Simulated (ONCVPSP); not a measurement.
## zirconium (Zr): one change to an ONCV potential, before and after

* Element: Zr
* Generator: ONCVPSP 4.0.1
* Type: optimised norm-conserving Vanderbilt (ONCV)
* Functional: PBE
* Relativity: fully relativistic
* Frozen core: [Ar] 3d10
* Valence charge: 12
* Reference configuration: 4s2 4p6 4d2 5s2
* Partial waves: 4s+5s: rc 1.90 bohr, ncon 4, nbas 8, qcut 7 1/bohr, 2 projectors; 4p: rc 1.75 bohr, ncon 4, nbas 8, qcut 7.8 1/bohr, 3 projectors, debl 2.2 Ha; 4d: rc 2.30 bohr, ncon 3, nbas 8, qcut 5.7 1/bohr, 1 projector
* Local potential: polynomial inside 1.55 bohr (lpopt 5, dvloc0 2 Ha)
* Core correction: polynomial model core, fcfact 0.75

Open shells are filled in proportion to 2j + 1.

Change: s: rc 1.56.

Cutoffs: the cutoffs (Ha) at which the residual kinetic energy of the hardest occupied pseudo-wave falls to 1 and 0.1 mHa per electron; they do not see the model core or the augmentation charge, which bear on the density cutoff. Errors are all-electron minus pseudo energies relative to the spin-unpolarised reference configuration.

Predict the effect on cutoff, ghosts and configuration errors.

The potential gets neither clearly harder nor softer (19 Ha and 23 Ha → 19 Ha and 23 Ha); of the 4 tests that both files solve, the error grows in 2 and shrinks in 2 by more than 15 % and 0.3 meV (median size 2.2 → 1.7 meV); neither file shows a bound ghost.

```csv
quantity,base,changed
"cutoff, loose",19 Ha,19 Ha
"cutoff, tight",23 Ha,23 Ha
loose cutoff by channel,"s 16 Ha, p 19 Ha, d 12 Ha","s 19 Ha, p 19 Ha, d 12 Ha"
bound ghosts,none,none
GHOST(+) flags under 300 eV,none,none
"error for 4s2 4p6 4d2 5s1, meV [ΔE 7.14 eV]",-0.4,-0.1
"error for 4s2 4p6 4d2 5s0, meV [ΔE 20.08 eV]",-3.7,-1.6
"error for 4s2 4p6 4d1 5s0, meV [ΔE 42.70 eV]",+5.3,+6.3
"error for 4s2 4p6 4d3 5s1, meV [ΔE 1.20 eV]",+0.7,+1.8
p3/2: phases at 1.77 bohr within 0.05 rad from the reference energy up to (Ha; the scan ends near 5),to the end of the scan,to the end of the scan
p1/2: phases at 1.77 bohr within 0.05 rad from the reference energy up to (Ha; the scan ends near 5),to the end of the scan,to the end of the scan
d5/2: phases at 2.33 bohr within 0.05 rad from the reference energy up to (Ha; the scan ends near 5),1.4,1.4
d3/2: phases at 2.33 bohr within 0.05 rad from the reference energy up to (Ha; the scan ends near 5),1.4,1.4
"rms error of d²Exc/dni dnj with the model core, mHa",3.48,3.93
```
